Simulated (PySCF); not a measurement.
## A thermochemical cycle for BBr

CCSD(T) in PySCF with def2-TZVPPD on every atom, for the lowest determinant that a PBE0 search found; no spin–orbit coupling. BBr, a singlet (closed shell), has De = 4.46 eV to neutral atoms, and BBr⁺, a doublet (σ ↑), has De = 3.05 eV to B⁺ + Br.

The adiabatic ionisation energy of BBr, between the minima, is 9.62 eV.

Which ionisation energy of the B atom does this level give?

IE(B) = IE(molecule) + De(ion) − De(neutral) = 9.62 + 3.05 − 4.46 = 8.21 eV; the measured value is 8.298 eV (NIST ASD).

Correlated steps freeze 10 core orbitals. Spin–orbit coupling is left out. For an ion De counts to the pair picked by the measured ionisation energies or electron affinities, which need not be the lowest pair at this level. Where the molecule has an RHF reference, its open-shell atoms are computed with UHF. States were picked by a PBE0 search and need not be the measured ground states.
